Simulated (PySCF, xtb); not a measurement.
(Z)-1-chloro-1,2-difluoroprop-1-ene (C₃H₃ClF₂), SMILES F/C(C)=C(/F)Cl.

Harmonic wavenumbers (cm⁻¹) from GFN2-xTB run with xtb at its own minimum, in rising order: 116, 148, 161, 299, 360, 381, 445, 474, 630, 916, 1025, 1026, 1120, 1227, 1389, 1438, 1452, 1727, 3012, 3026, 3080.

Q: What does PySCF with B3LYP-D3(BJ)/def2-SVP give at its own minimum? (An estimate is asked for; the answer gives what the named calculation found.)

A: 151, 172, 196, 329, 365, 423, 509, 546, 659, 943, 1047, 1057, 1224, 1306, 1408, 1445, 1451, 1799, 3031, 3098, 3163. Paired by order, the mean absolute difference is 41 cm⁻¹ and the zero-point energies are 33.5 and 34.8 kcal/mol.
